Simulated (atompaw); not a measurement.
**What the settings do to the PAW (atompaw) potential of V**

Base potential:

* Element: vanadium (V)
* Generator: atompaw 4.2.0.5
* Type: PAW
* Functional: PBE
* Relativity: scalar-relativistic
* Frozen core: [Ar]
* Valence charge: 5
* Reference configuration: 3d3 4s1.5 4p0 (charge +0.5)
* Partial waves: 4s (bound): rc 3.00 bohr; 4s channel at 3.85 Ry: rc 3.00 bohr; 4p (bound, empty): rc 3.00 bohr; 4p channel at 1.1 Ry: rc 3.00 bohr; 3d (bound): rc 1.25 bohr; 3d channel at 0.15 Ry: rc 1.25 bohr
* Local potential: troulliermartins scheme with l = 3 at -0.5 Ry, radius 2.55 bohr
* Core correction: smooth core density matched at 2.15 bohr
* Augmentation charge: gaussian compensation charge, radius 3.00 bohr; PAW radius 3.00 bohr; waves and projectors: custom rrkj gramschmidtortho

All-electron outer shells of the reference configuration (PBE, scalar-relativistic, ld1.x):

```csv
shell,level (eV),outermost node (bohr),outermost maximum (bohr)
3p,-47.66,0.35,0.84
3d,-8.73,–,0.90
4s,-7.70,1.17,2.69
4p,-4.02,1.29,3.37
```

Cutoffs, loose and tight: the cutoffs (Ry, on a coarse ladder) from which the occupation-weighted sum of valence levels, in a spherical-Bessel basis at the reference potential, stays within 10 and 1 mRy of its value at 400 Ry. They see the waves, projectors and local potential, not the compensation charge or the core. A dash means not determined.

```csv
change,outcome,"cutoff, loose","cutoff, tight",bound ghosts
base,generated,60 Ry,100 Ry,none
"waves 4s (bound); 4s channel at 3.85 Ry; 4p (bound); 4p channel at 1.1 Ry; 3d (bound); 3d channel at 0.15 Ry; augmentation gaussian compensation charge, radius 3.00 bohr; PAW radius 3.00 bohr; waves and projectors: bloechl",generated,21 Ry,30 Ry,none
"augmentation sinc compensation charge, radius 3.00 bohr; PAW radius 3.00 bohr; waves and projectors: custom rrkj gramschmidtortho",generated,60 Ry,100 Ry,none
"local potential troulliermartins scheme with l = 3 at -0.5 Ry, radius 1.44 bohr",failed: atompaw: The overlap operator has at least one negative eigenvalue!,–,–,–
wave 3d channel at 0.15 Ry: rc 1.25 bohr becomes 3d channel at 10.24 Ry: rc 1.25 bohr,generated,60 Ry,100 Ry,none
reference 3d3.5 4s1.5 4p0,generated,60 Ry,100 Ry,none
"augmentation gaussian compensation charge, radius 3.00 bohr; PAW radius 3.00 bohr; waves and projectors: custom rrkj vanderbiltortho",generated,60 Ry,100 Ry,none
functional LDA (PW92),generated,60 Ry,100 Ry,none
"core [Ne] 3s2, valence charge 11; reference 3p6 3d3 4s1 4p0; waves now 4s (bound): rc 2.75 bohr; 4s channel at 1.2 Ry: rc 2.75 bohr; 3p (bound): rc 1.05 bohr; 4p (bound): rc 2.75 bohr; 3d (bound): rc 2.75 bohr; 3d channel at -0.55 Ry: rc 2.75 bohr; local potential troulliermartins scheme with l = 3 at -0.5 Ry, radius 1.85 bohr; core correction smooth core density matched at 2.65 bohr; augmentation gaussian compensation charge, radius 2.05 bohr; PAW radius 2.75 bohr; waves and projectors: custom rrkj gramschmidtortho",failed: atompaw: The overlap operator has at least one negative eigenvalue!,–,–,–
```

What comes out with this change to the base: wave 3d (bound): rc 1.25 bohr becomes 3d (bound): rc 1.56 bohr?

outcome: generated; cutoff, loose: 40 Ry; cutoff, tight: 60 Ry; bound ghosts: none.
